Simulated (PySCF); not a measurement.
Cost of response and excited-state runs on SMILES CN(C(=C=CC#C)C#C)C, C₉H₉N

Bonds (- single, = double, # triple, : aromatic): C1#C2, C2-C3, C3=C4, C4=C5, C5-C6, C6#C7, C5-N8, N8-C9, N8-C10. C1 carries H11; C3 carries H12; C7 carries H13; C9 carries H14, H15, H16; C10 carries H17, H18, H19.

PySCF with density fitting, on 1 thread of an Intel Xeon 6975P-C, shared host. Command: `OMP_NUM_THREADS=1 python excited_run.py task.json out`

Question: How long does each of these runs take, and how much memory?
- excited states, BLYP/def2-SVP; Tamm-Dancoff; spin-orbit couplings; 2 states; 4 triplets; quadratic response for 4 states; IEF-PCM dichloromethane
- excited states, LC-wPBE/3-21G; Tamm-Dancoff; spin-orbit couplings; 1 states; 4 triplets; quadratic response for 4 states; guess atom
- excited states, LC-wPBE/3-21G; Tamm-Dancoff; spin-orbit couplings; 1 states; 4 triplets; quadratic response for 4 states; fitting basis def2-universal-jkfit
- excited states, LC-wPBE/6-31G; Tamm-Dancoff; spin-orbit couplings; 10 states; 4 triplets; quadratic response for 4 states; IEF-PCM acetonitrile
- excited states, LC-wPBE/def2-SVP; Tamm-Dancoff; spin-orbit couplings; 5 states; 4 triplets; quadratic response for 4 states

Answer: 
```csv
run,level,basis functions,wall time,peak memory (GiB)
excited states,BLYP/def2-SVP,185,21 s,0.86
excited states,LC-wPBE/3-21G,108,18 s,0.59
excited states,LC-wPBE/3-21G,108,18 s,0.6
excited states,LC-wPBE/6-31G,108,19 s,0.73
excited states,LC-wPBE/def2-SVP,185,39 s,0.79
```
Times from a shared host are rough.
